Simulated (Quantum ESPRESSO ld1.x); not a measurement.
Problem. Species: Ta60+. Configuration: [Ne] 3s2 3p1 (the NIST ground configuration). All-electron calculation, scalar-relativistic Kohn-Sham, LDA (Slater exchange, Perdew-Zunger correlation), spin-polarised, spherical densities, point nucleus; open shells are filled with parallel spins first. Program: ld1.x of Quantum ESPRESSO 7.5. Some entries of the table are withheld. Estimate them.

orbital,occ.,eigenvalue (eV),<1/r> (bohr^-1)
1s up,1,-72246.4,85.43
1s down,1,-72242.3,85.43
2s up,1,-16255.0,20.23
2s down,1,-16251.2,20.23
2p up,3,-14868.9,18.38
2p down,3,-14864.4,18.38
3s up,1,-6619.85,(1)
3s down,1,-6606.00,(2)
3p up,1,(3),(4)
3p down,0,(5),(6)

Solution. 
(1) 3s up <1/r> (bohr^-1): 8.238
(2) 3s down <1/r> (bohr^-1): 8.235
(3) 3p up eigenvalue (eV): -6209.29
(4) 3p up <1/r> (bohr^-1): 7.689
(5) 3p down eigenvalue (eV): -6195.48
(6) 3p down <1/r> (bohr^-1): 7.687
